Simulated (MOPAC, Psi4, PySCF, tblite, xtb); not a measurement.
Dimer BCl3 ··· H3Al (SMILES ClB(Cl)Cl and [AlH3]) at R = 3.19 Å between the centres of mass, closest contact 2.32 Å (lowest of the rigid-body minima from ten starts at GFN2-xTB). Geometry in Å and degrees:

```
Cl
B 1 1.7453
Cl 2 1.7453 1 119.98
Cl 2 1.7453 1 120.00 3 179.85
Al 1 2.3231 2 102.42 3 -175.64
H 5 1.5801 1 92.09 2 -62.29
H 5 1.5801 6 120.00 1 -93.65
H 5 1.5801 6 120.00 7 -179.98
```

Computed with: GFN2-xTB (tblite); SAPT0/jun-cc-pVDZ, frozen core (Psi4); PBE0/def2-TZVP, counterpoise-corrected (Psi4); PBE0-D3(BJ)/def2-TZVP, counterpoise-corrected (Psi4); PBE/def2-TZVP, counterpoise-corrected (Psi4); PBE-D3(BJ)/def2-TZVP, counterpoise-corrected (Psi4); HF/aug-cc-pVDZ, counterpoise-corrected (Psi4); MP2/aug-cc-pVDZ = Psi4 1.11 with DF-MP2/aug-cc-pVDZ, frozen core, counterpoise-corrected; SCS-MP2/aug-cc-pVDZ = Psi4 with DF-SCS-MP2/aug-cc-pVDZ, frozen core, counterpoise-corrected; PM3, restricted, heats of formation (MOPAC); AM1, restricted, heats of formation (MOPAC); GFN1-xTB (xtb); RKS-B3LYP/6-31G* = restricted B3LYP/6-31G*, spherical d, no counterpoise correction in PySCF 2.14.0; RHF/LANL2DZ = PySCF 2.14.0 with restricted Hartree-Fock/LANL2DZ, with its core potentials past Ne, no counterpoise correction; RKS-B3LYP/LANL2DZ = PySCF with restricted B3LYP/LANL2DZ, with its core potentials past Ne, no counterpoise correction; RKS-B3LYP/3-21G = PySCF with restricted B3LYP/3-21G, no counterpoise correction.

Q: What interaction energy does each level give?

A: 
```
method                 E_int / kJ/mol
---------------------  --------------
GFN2-xTB                      -102.71
PM3                            -89.23
GFN1-xTB                       -89.14
AM1                            -41.71
PBE-D3(BJ)/def2-TZVP             5.34
PBE0-D3(BJ)/def2-TZVP            5.56
PBE0/def2-TZVP                  15.35
PBE/def2-TZVP                   15.63
SAPT0/jun-cc-pVDZ               34.48
RKS-B3LYP/6-31G*                37.99
MP2/aug-cc-pVDZ                 38.46
RKS-B3LYP/3-21G                 45.71
SCS-MP2/aug-cc-pVDZ             47.37
HF/aug-cc-pVDZ                  71.39
RKS-B3LYP/LANL2DZ               75.12
RHF/LANL2DZ                     97.89
```
